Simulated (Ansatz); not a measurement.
A structure relaxed at PBE0-D4/def2-TZVP, charge 0, multiplicity 1:

```xyz
15

C     0.617   -1.389   -0.901
C     0.038    0.016   -0.824
C    -1.432    0.056   -1.213
In    0.358    0.888    1.136
O     1.520    0.063    2.534
S    -0.556    2.885    2.061
H     0.489   -1.800   -1.910
H     0.114   -2.074   -0.213
H     1.685   -1.414   -0.673
H     0.600    0.671   -1.499
H    -2.047   -0.559   -0.550
H    -1.841    1.069   -1.196
H    -1.568   -0.337   -2.229
H     1.930   -0.760    2.258
H     0.094    2.685    3.221
```

Give its formula and SMILES.

C3H9InOS, `C[CH](C)[In]([OH])[SH]`.

Point group (tolerance 0.08 Å, 0.16 Å for H)?

C1.

Summarise the bond lengths by kind.

2 × C–C 1.521 to 1.522 Å; 7 × C–H 1.092 to 1.097 Å; 1 × C–In 2.169 Å; 1 × In–O 1.997 Å; 1 × In–S 2.383 Å; 1 × H–O 0.960 Å; 1 × H–S 1.345 Å.

Computed with Ansatz.
